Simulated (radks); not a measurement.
Results of a calculation; reference values are marked as such.
Task: Valence configurations of P II (all share [Ne]). Code: a radial shooting solver on a logarithmic mesh with Libxc functionals. Model: non-relativistic Kohn-Sham, PBEsol, spin-unpolarised, spherical densities, point nucleus. Order these by energy: 3p4; 3s0.5 3p3.5; 3s2 3p2; 3s1 3p3; 3s1.5 3p2.5.

Result: From the lowest, in eV above it: 3s2 3p2 0.000; 3s1.5 3p2.5 4.489; 3s1 3p3 9.000; 3s0.5 3p3.5 13.533; 3p4 18.087. NIST lists [Ne] 3s2 3p2 as the ground configuration; this level of theory agrees among the configurations tried. The energies are those of spherical spin-averaged densities, not of single terms.
